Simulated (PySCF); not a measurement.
# Frontier orbitals and the lowest excitations

Species: Ti(OH)F3 (singlet state).
Cartesian coordinates in Å at the PBE0-D3(BJ)/def2-SVP level; atoms count from 1:
```xyz
6
F3HOTi angstrom
Ti    -0.0454   -0.1159   -0.4219
O      0.1575    0.3572    1.2309
H      0.2360    0.5893    2.1585
F      1.5006   -0.2180   -1.2064
F     -1.0234    1.0527   -1.2538
F     -0.8253   -1.6652   -0.5073
```

Theory: TDDFT B3LYP/def2-SVPD, vertical, gas phase, core orbitals frozen in the response in PySCF.

Frontier orbitals with the atoms that hold most of them (Löwdin shares over 4%, at most four atoms):

| orbital | ε (eV) | atoms |
| --- | --- | --- |
| LUMO+2 | -1.97 | Ti1 67%, O2 9%, H3 8%, F4 6% |
| LUMO+1 | -2.78 | Ti1 78%, O2 6%, F4 6%, F6 5% |
| LUMO | -2.79 | Ti1 78%, O2 6%, F5 6%, F6 6% |
| HOMO | -10.52 | O2 74%, F5 9%, Ti1 6%, H3 5% |
| HOMO-1 | -10.52 | O2 74%, F6 9%, Ti1 6%, F4 5% |
| HOMO-2 | -11.71 | F4 33%, F5 33%, F6 32% |
| HOMO-3 | -12.00 | F4 36%, F5 31%, F6 26%, Ti1 4% |

Within 0.005 eV of a neighbour in this list lie HOMO-1/HOMO and LUMO/LUMO+1.

**Question.** How does S1 compare with the orbital gap of 7.73 eV?

**Answer.** S1 is at 6.06 eV (f = 0.0000), 1.67 eV below the gap, made of HOMO-1/HOMO→LUMO/LUMO+1 (≥78%). Without the coupling terms of the response equations the lowest excitation would equal the gap.

For S1 the Löwdin share of titanium is 6% in HOMO and 78% in LUMO (ligand-to-metal charge transfer by this measure).

Next come S2 at 6.19 eV (f 0.0019), HOMO-1/HOMO→LUMO/LUMO+1 (≥91%); S3 at 6.19 eV (f 0.0018), HOMO-1/HOMO→LUMO/LUMO+1 (≥90%); S4 at 6.70 eV (f 0.035), HOMO-1/HOMO→LUMO/LUMO+1 (≥61%); S5 at 7.06 eV (f 0.0014), HOMO-1/HOMO→LUMO+2 (98%).

Orbitals of the list HOMO-3 to LUMO+2 that lie within 0.01 eV of each other are written together with a slash and their weights summed (≥ marks a lower bound); for degenerate orbitals outside that list single weights are arbitrary.
